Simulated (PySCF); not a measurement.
**Ga⁺ (gallium, charge +1): UHF calculation**

Configuration: [Ar] 3d10 4s1 5s1, high-spin 3S determinant (an excited configuration). All numbers are calculated (PySCF 2.14, a scalar-relativistic core potential, in aug-cc-pVTZ-PP with ECP10MDF (6s5p4d2f, 55 functions)).

- Total energy: -257.684087 hartree
- One-electron energy: -452.3968 hartree
- Hartree (Coulomb) energy: 216.1811 hartree
- Exchange energy: -21.4684 hartree
- ⟨S²⟩: 2.0005
- ⟨L²⟩: 0.000
- Sum of ⟨r⟩: 21.08 bohr
- Sum of ⟨r²⟩: 53.44 bohr²

```tsv
shell	electrons	mean orbital energy (hartree)	rms radius, mean of both spins (bohr)
3s α	1	-7.12755	0.701
3s β	1	-7.10881	0.701
3p α	3	-5.10501	0.738
3p β	3	-5.09826	0.738
3d α	5	-1.69798	0.883
3d β	5	-1.69125	0.883
4s α	1	-0.90462	2.28
5s α	1	-0.27443	6.02
```

Energies and moments cover only the electrons outside the core potential. The outer electron is Rydberg-like, and this basis confines it to a smaller radius and binds it less than a complete one would.
